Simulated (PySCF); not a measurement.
Spinor energies of C (carbon, neutral)

Start: [He] 2s2 2p2; 2p1/2 filled at m_j = -1/2, +1/2. Calculated with PySCF 2.14 in an even-tempered Gaussian basis (20 s from 0.019 bohr⁻², ratio 2.4; 13 p from 0.025 bohr⁻², ratio 2.4; 6 d from 0.48 bohr⁻², ratio 2.6; 5 f from 0.71 bohr⁻², ratio 2.6): generalised Hartree-Fock with the X2C-1e Hamiltonian and a Gaussian nucleus; one run each with spin-orbit coupling (SO) switched off, then screened by Boettger's factors.

```csv
spinor shell,electrons,"ε, spin-free (eV)","ε, screened SO (eV)",weight of nominal j (screened SO),"rms radius, screened SO (bohr)"
1s1/2,2,-308.23,-308.23,1.000,0.312
2s1/2,2,-19.201,-19.200,1.000,1.76
2p1/2,2,-11.868,-11.869,0.501,1.92
```

```json
{"quantity": "E (hartree)", "spin-free": "-37.70583", "screened SO": "-37.70593"}
{"quantity": "M_J", "spin-free": "0", "screened SO": "0"}
{"quantity": "⟨J²⟩", "spin-free": "2.009", "screened SO": "2.003"}
{"quantity": "⟨L²⟩", "spin-free": "2.003", "screened SO": "2.003"}
{"quantity": "⟨S²⟩", "spin-free": "2.005", "screened SO": "2.005"}
```

The determinant has a definite M_J but mixes levels of different J.

Each row is a mean over spinors that exchange with the open shell spreads, by up to 6.672 eV (2s1/2).

Rows whose weight is well below 1 are mixtures of j = l ± 1/2: exchange outweighs spin-orbit coupling there, and the label is only the starting occupation.

Without spin-orbit coupling the j labels of p, d and f shells carry no meaning; the spin-free column gives the mean over the occupied spinors of each nl shell.
